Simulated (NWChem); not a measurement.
C$_{3}$H$_{4}$O$_{2}$S; SMILES C#CS(C)(=O)=O

```xyz
10

C      0.0190     2.5578     0.0000
C     -0.0245     1.3501     0.0000
S     -0.1625    -0.3869     0.0000
C      1.5692    -0.8835     0.0000
O     -0.7618    -0.7855    -1.2746
O     -0.7618    -0.7855     1.2746
H      0.0587     3.6250     0.0000
H      2.0515    -0.5030     0.9024
H      1.5699    -1.9770     0.0000
H      2.0515    -0.5030    -0.9024
```
Atoms are numbered in this order, from 1.

Level: B3LYP/6-31G* (spherical d) (NWChem), optimised geometry, unscaled harmonic frequencies. 

```csv
frequency (cm⁻¹),IR intensity (km/mol)
131,4.6
150,1.0
205,0.0
302,0.4
337,0.9
433,12.2
456,11.5
498,38.6
624,78.2
663,40.3
698,24.3
758,132.9
996,1.4
999,37.4
1136,168.1
1341,201.3
1379,10.6
1479,5.7
1482,5.2
2188,54.1
3082,0.3
3181,0.3
3193,0.3
3485,56.8
```

| Property | Result |
|---|---|
| zero-point energy | 41.7 kcal/mol |
| thermal correction to the enthalpy at 298.15 K (with zero-point energy) | 46.6 kcal/mol |
| heat capacity Cv | 23.7 cal/(mol K) |
| entropy at 298.15 K and 1 atm (symmetry number 1) | 80.9 cal/(mol K) |
| dipole moment | 4.60 D |

Rigid rotor and harmonic oscillator.
